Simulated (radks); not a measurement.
Values are calculated unless marked as measured or tabulated.
All-electron atom: Er+ in [Xe] 4f12 6s1. Code: a radial shooting solver on a logarithmic mesh with Libxc functionals. Model: scalar-relativistic Kohn-Sham, LDA (Slater exchange, Perdew-Wang correlation), spin-polarised, spherical densities, finite nucleus; open shells are filled with parallel spins first (spin-orbit coupling, left out, can overturn this in heavy ions); Fermi nuclear charge, rms radius 5.2516 fm.

Normalised radial functions P(r) = r R(r), r in bohr:

```
   r/bohr * 6s up (the largest magnitude, 0.599, reaches the edge; | marks zero)
 0.001173                             |*
 0.001589                             |*
 0.002154                             |*
 0.002942                             | *
 0.003988                             | *
 0.005404                             | *
 0.007383                             | *
  0.01001                             | *
  0.01367                             | *
  0.01853                             |*
  0.02511                             *
   0.0343                           * |
  0.04649                          *  |
  0.06351                         *   |
  0.08607                           * |
   0.1167                             | *
   0.1594                             |    *
    0.216                             |  *
   0.2927                         *   |
   0.3999                     *       |
    0.542                          *  |
   0.7404                             |       *
    1.003                             |            *
     1.36                             |    *
    1.858                  *          |
    2.518    *                        |
    3.412  *                          |
    4.662          *                  |
    6.318                     *       |
    8.632                           * |
     11.7                             *
```

6s up: eigenvalue -9.655 eV, 5 radial nodes at r = 0.0246, 0.0975, 0.253, 0.589, 1.51 bohr, <r> = 3.56 bohr, 90 % of the charge inside 5.16 bohr.
